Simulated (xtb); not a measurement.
C6H10O3, singlet, at a GFN2-xTB geometry; GFN2-xTB run with xtb.

xtb was given this input:
```
$ xtb mol.xyz --gfn 2 --hess --json

# file mol.xyz
19

C     -2.19476973    -1.45264741     0.31504317
C     -2.08052925    -0.13616820     0.17208109
C     -3.23546994     0.81403694     0.16297940
C     -0.75386637     0.50983176     0.00531913
O     -0.58462100     1.69762619    -0.12869987
O      0.26457662    -0.36915669     0.01753556
C      1.54681160     0.18293156    -0.13626971
O      2.43876739    -0.87865783    -0.09581127
C      3.77681107    -0.46671901    -0.23956522
H     -3.15745267    -1.92084808     0.43599517
H     -1.33135147    -2.09374126     0.31478252
H     -3.11968742     1.54359485     0.96250751
H     -4.17485376     0.28410548     0.28845617
H     -3.25178778     1.36638988    -0.77486146
H      1.74048409     0.90878887     0.67727850
H      1.60545588     0.72765636    -1.09859725
H      4.37792641    -1.37135784    -0.19300117
H      4.07102838     0.21487318     0.56731299
H      3.93652991     0.03445129    -1.20159558
```

It wrote (shortened):

```
   ID    Z sym.   atoms
    1    6 C      1-4, 7, 9
    2    8 O      5, 6, 8
    3    1 H      10-19

           -------------------------------------------------
          |                Calculation Setup                |
           -------------------------------------------------

           -------------------------------------------------
          |                 G F N 2 - x T B                 |
           -------------------------------------------------

          ...................................................
          :                      SETUP                      :
          :.................................................:
          :  # basis functions                  46          :
          :  # atomic orbitals                  46          :
          :  # shells                           28          :
          :  # electrons                        52          :
          :  max. iterations                   250          :
          :  Hamiltonian                  GFN2-xTB          :
          :  restarted?                      false          :
          :  GBSA solvation                  false          :
          :  PC potential                    false          :
          :  electronic temp.          300.0000000     K    :
          :  accuracy                    1.0000000          :
          :  -> integral cutoff          0.2500000E+02      :
          :  -> integral neglect         0.1000000E-07      :
          :  -> SCF convergence          0.1000000E-05 Eh   :
          :  -> wf. convergence          0.1000000E-03 e    :
          :  Broyden damping             0.4000000          :
          :  net charge                          0          :
          :  unpaired electrons                  0          :
          ...................................................

 iter      E             dE          RMSdq      gap      omega  full diag
   1    -30.3741858 -0.303742E+02  0.517E+00    4.17       0.0  T
   2    -30.4350727 -0.608869E-01  0.276E+00    3.68       1.0  T
   3    -30.4349405  0.132192E-03  0.125E+00    3.86       1.0  T
   4    -30.4385580 -0.361750E-02  0.310E-01    3.78       1.0  T
   5    -30.4393779 -0.819882E-03  0.142E-01    3.82       1.0  T
   6    -30.4395806 -0.202708E-03  0.718E-02    3.84       1.0  T
   7    -30.4395982 -0.176321E-04  0.162E-02    3.85       1.4  T
   8    -30.4395987 -0.468013E-06  0.505E-03    3.84       4.5  T
[...]
         :: total energy             -30.113973284978 Eh    ::
[...]
       2     32.29    -1.69457 ( 14.81%)    -1.18581 ( 85.19%)    -1.26117
       3     56.42    -1.36507 ( 61.86%)    -1.02057 ( 38.14%)    -1.23367
       4     93.21    -1.07083 ( 92.35%)    -0.87194 (  7.65%)    -1.05562
       5     99.65    -1.03195 ( 94.04%)    -0.85216 (  5.96%)    -1.02123
       6    151.59    -0.79073 ( 98.83%)    -0.72790 (  1.17%)    -0.78999
       7    222.99    -0.57682 ( 99.75%)    -0.61359 (  0.25%)    -0.57691
       8    236.32    -0.54575 ( 99.80%)    -0.59640 (  0.20%)    -0.54585
   ------------------------------------------------------------------------

   temp. (K)  partition function   enthalpy   heat capacity  entropy
                                   cal/mol     cal/K/mol   cal/K/mol   J/K/mol
 298.15  VIB  0.218E+06             5210.824     28.506     35.731
         ROT  0.584E+06              888.752      2.981     29.368
         INT  0.127E+12             6099.577     31.487     65.099
         TR   0.144E+28             1481.254      4.968     40.485
         TOT                        7580.8304    36.4555   105.5838   441.7626

       T/K    H(0)-H(T)+PV         H(T)/Eh          T*S/Eh         G(T)/Eh
   ------------------------------------------------------------------------
    298.15    0.120808E-01    0.162570E+00    0.501663E-01    0.112404E+00
   ------------------------------------------------------------------------

         :::::::::::::::::::::::::::::::::::::::::::::::::::::
         ::                  THERMODYNAMIC                  ::
         :::::::::::::::::::::::::::::::::::::::::::::::::::::
         :: total free energy         -30.001569718512 Eh   ::
         ::.................................................::
         :: total energy              -30.113973285096 Eh   ::
         :: zero point energy           0.150489013589 Eh   ::
         :: G(RRHO) w/o ZPVE           -0.038085447005 Eh   ::
         :: G(RRHO) contrib.            0.112403566584 Eh   ::
         :::::::::::::::::::::::::::::::::::::::::::::::::::::

           -------------------------------------------------
          | TOTAL ENERGY              -30.113973285096 Eh   |
          | TOTAL ENTHALPY            -29.951403449212 Eh   |
          | TOTAL FREE ENERGY         -30.001569718512 Eh   |
          | GRADIENT NORM               0.000038813123 Eh/α |
          | HOMO-LUMO GAP               3.841299015825 eV   |
           -------------------------------------------------

normal termination of xtb
```
